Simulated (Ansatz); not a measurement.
Reactions of C₃H₇ClSi (`[SiH3]CC=CCl`).

Program: Ansatz. Geometries: PBE0-D4/def2-TZVP. ΔE: electronic, gas phase. CCSD(T)/CBS is the MP2 limit (def2-TZVPP, def2-QZVPP) plus CCSD(T) − MP2 in def2-TZVPP, frozen cores. This one scheme is used for every species. Double bonds are as drawn, so ΔE can hold a change between cis and trans. Elements past krypton have def2 core potentials. For Sb outer-core shells are correlated without core-valence functions, which leaves a few kJ/mol of doubt a bond. One conformer a species, not always the lowest.

Order these by ΔE at CCSD(T)/CBS, lowest first. (Best estimate.)
A. `[SiH3]C/C=C/Cl` + `[CH3][SbH][OH]` → `[CH3][SbH][SiH3]` + `OC/C=C/Cl`
B. `[SiH3]C/C=C/Cl` + `BCS` → `BCSC[SiH3]` + `C=CCl`
C. `[SiH3]C/C=C/Cl` + H₂O → `O/C=C\Cl` + `C[SiH3]`

B (+8.3 kJ/mol), C (+22.2 kJ/mol), A (+56.6 kJ/mol).

Largest T1 diagnostic: 0.013, for `[CH3][SbH][OH]`.
